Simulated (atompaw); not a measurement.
What one change does to a pseudopotential (W (Z = 74), PAW (atompaw))

atompaw 4.2.0.5 input, output lines left out:

```
W 74
LDA-PW loggrid 2001 logderivrange -5 5 251
6 6 5 4 0 0
6 0 1
6 1 1
5 2 4
0 0 0
c
c
c
c
c
v
c
c
c
c
v
c
c
v
v
3
3.00 2.90 2.65 2.45
y
2.7
n
y
3
n
y
2.55
n
y
-0.7
n
custom polynom gramschmidtortho sinc
bessel
3.00
2.15
3.00
3.00
2.25
3.00
1.05
1.05
```

Change: augmentation sinc compensation charge, radius 2.90 bohr; PAW radius 3.00 bohr; waves and projectors: modrrkj vanderbiltortho.

Cutoffs: the cutoffs (Ry, on a coarse ladder) from which the occupation-weighted sum of valence levels, in a spherical-Bessel basis at the reference potential, stays within 10 and 1 mRy of its value at 400 Ry; they do not see the model core or the augmentation charge, which bear on the density cutoff.

Q: What does the change do?

A: The bound ghost in s disappears; the range in which the s phases agree narrows (upper end 4.2 → -0.4).

```tsv
quantity	base	changed
cutoff, loose	260 Ry	180 Ry
cutoff, tight	over 300 Ry	300 Ry
loose cutoff by channel (10 mRy a level)	s 6 Ry, p 6 Ry, d 15 Ry, f 140 Ry	s 6 Ry, p 6 Ry, d 15 Ry, f 110 Ry
bound ghosts	s	none
s: phases at 3.01 bohr within 0.05 rad from the reference energy up to (Ry; the scan ends near 5)	4.2	-0.4
p: phases at 3.01 bohr within 0.05 rad from the reference energy up to (Ry; the scan ends near 5)	n/a	-0.2
d: phases at 3.01 bohr within 0.05 rad from the reference energy up to (Ry; the scan ends near 5)	to the end of the scan	to the end of the scan
f: phases at 3.01 bohr within 0.05 rad from the reference energy up to (Ry; the scan ends near 5)	1.1	1.1
lowest overlap eigenvalue by channel	s 0.02, p 0.25, d 0.66, f 1.00	s 0.16, p 0.26, d 0.64, f 1.00
```

 A true bound ghost makes a file unfit for plane-wave use even where its test errors are small: the radial tests pick states by their node count and pass the ghost by. The cutoffs see the waves, projectors and local potential, not the compensation charge or the core.
